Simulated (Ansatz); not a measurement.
The cluster Zr₄⁻: single points at one geometry.

```yaml
crystal:
  periodic: [false, false, false]
  atoms:
    - {symbol: Zr, position_ang: [-0.146455, -1.327496, -0.011258]}
    - {symbol: Zr, position_ang: [-2.243400, 0.234705, 0.087977]}
    - {symbol: Zr, position_ang: [0.133017, 1.329055, 0.012233]}
    - {symbol: Zr, position_ang: [2.256829, -0.236274, -0.088942]}
basis:
  gaussian: {orbitals: def2-SVPD, initial_orbitals: start.molden}
total_charge: -1
magnetization: {spin_polarized: true, initial_magnetization: 1}
hamiltonian: {xc: pbe0, dispersion: d4}
scf: {omitted_lower_state_checks: [starts]}
output: {orbitals: {seedname: orbitals}}
```

The file start.molden holds the orbitals of an earlier run on this structure, at another level or in another basis.

```sh
$ ansatz run in.yaml --threads 4 --pin off --events-out ev --progress --plain --max-ram 3916MiB
```

Output, abridged:

```
Functional definition: PBE0
1424 factors; their error is unknown
mean field evaluation 1: about -5112.1931 eV, gradient 6.3e0 eV
mean field evaluation 2: about -5112.2184 eV, gradient 5.8e-2 eV
mean field evaluation 4: about -5112.3152 eV, gradient 5.8e-4 eV
mean field evaluation 8: about -5112.3152 eV, gradient 2.7e-5 eV
mean field -5112.31521858 eV, -187.8741190311 hartree, gradient 7.6e-6 eV, S^2 1.748906; 0 other end points of the search recorded, 0 dependent functions left out
reference -5112.31524205 eV, -187.8741198936 hartree; 25, 24 occupied and 111, 112 virtual orbitals, 1424 factors
Total energy: -5112.49556362 eV, -187.8807465891 hartree
Checks for a lower state left out: starts
```

Hardware: 4 threads of Arm Neoverse N1 on a shared host. Wall time 31 s, peak host memory 0.71 GiB.

The first input with `gaussian: {orbitals: def2-TZVPD, initial_orbitals: start.molden}`, `hamiltonian: {xc: lda}` (abridged; 22 s):

```
Functional definition: SPW92
mean field evaluation 16: about -5105.8310 eV, gradient 2.2e-1 eV
mean field evaluation 32: about -5105.8540 eV, gradient 3.1e-5 eV
mean field -5105.85396855 eV, -187.6366724721 hartree, gradient 3.0e-6 eV, S^2 0.753960; 1 other end points of the search recorded, 0 dependent functions left out
Total energy: -5105.85399906 eV, -187.6366735934 hartree
Checks for a lower state left out: starts
```

The first input with `gaussian: {orbitals: def2-TZVPD, initial_orbitals: start.molden}`, `hamiltonian: {xc: r2scan, dispersion: d4}` (abridged; 99 s):

```
Functional definition: r2SCAN
mean field evaluation 16: about -5117.8118 eV, gradient 4.1e-3 eV
mean field -5117.81178323 eV, -188.0761140564 hartree, gradient 9.8e-6 eV, S^2 1.878240
Total energy: -5117.84405199 eV, -188.0772999112 hartree
Checks for a lower state left out: starts
```

First input, but with `hamiltonian: {xc: pbe, dispersion: d4}` (abridged; 28 s):

```
Functional definition: PBE
mean field evaluation 16: about -5116.7437 eV, gradient 4.3e-5 eV
mean field -5116.74368981 eV, -188.0368623472 hartree, gradient 1.9e-6 eV, S^2 1.080939
Total energy: -5116.95241685 eV, -188.0445329244 hartree
Checks for a lower state left out: starts
```

As the first input, with `gaussian: {orbitals: def2-TZVPD, initial_orbitals: start.molden}`, `hamiltonian: {xc: hf}` (abridged; 24 s):

```
Functional definition: HF
mean field evaluation 16: about -5055.8035 eV, gradient 2.8e-1 eV
mean field evaluation 32: about -5055.8196 eV, gradient 1.3e-5 eV
mean field -5055.81956006 eV, -185.7979418746 hartree, gradient 9.9e-6 eV, S^2 6.136837
Total energy: -5055.81956006 eV, -185.7979418746 hartree
Checks for a lower state left out: starts
```

The first input with `gaussian: {orbitals: def2-TZVPD, initial_orbitals: start.molden}`, `hamiltonian: {xc: {name: LC-wPBE}}` (abridged; 52 s):

```
Functional definition: LC-wPBE
mean field evaluation 16: about -5112.6652 eV, gradient 8.8e-3 eV
mean field -5112.66517783 eV, -187.8869797963 hartree, gradient 6.0e-6 eV, S^2 3.082211
Total energy: -5112.66517783 eV, -187.8869797964 hartree
Checks for a lower state left out: starts
```

The first input with `gaussian: {orbitals: def2-TZVPD, initial_orbitals: start.molden}`, `hamiltonian: {xc: {name: CAM-B3LYP}, dispersion: d4}` (abridged; 58 s):

```
Functional definition: CAM-B3LYP
mean field evaluation 16: about -5108.0541 eV, gradient 7.2e-5 eV
mean field -5108.05409470 eV, -187.7175256168 hartree, gradient 8.8e-6 eV, S^2 1.919350
Total energy: -5108.25514334 eV, -187.7249140181 hartree
Checks for a lower state left out: starts
```

Geometry: PBE0-D4/def2-SVPD.

In the def2 sets Zr takes a core potential; there is no spin–orbit coupling. LC-ωPBE has ω = 0.4 bohr⁻¹. At PBE0-D4/def2-SVPD, r2SCAN-D4/def2-TZVPD, PBE-D4/def2-SVPD, HF/def2-TZVPD and others the charge -1 doublet is spin-contaminated (final ⟨S²⟩ up to 6.14, 0.75 for a pure state). At LDA (SPW92)/def2-TZVPD, r2SCAN-D4/def2-TZVPD, PBE-D4/def2-SVPD the highest occupied level of the charge -1 doublet lies above zero (up to 0.58 eV). It is a level of β spin, whose loss leaves a triplet; that state wasn't run at this geometry and level. The electron is either unbound and held by the finite basis, or the level is raised by self-interaction error. At LDA (SPW92)/def2-TZVPD the gap within one spin of the charge -1 doublet nearly closes, so an electron or hole may be smeared out by delocalisation error. The geometry of the doublet was relaxed on an unsound state (⟨S²⟩ 1.75, where a pure state has 0.75). The structure comes from a short search, and lower isomers may exist.
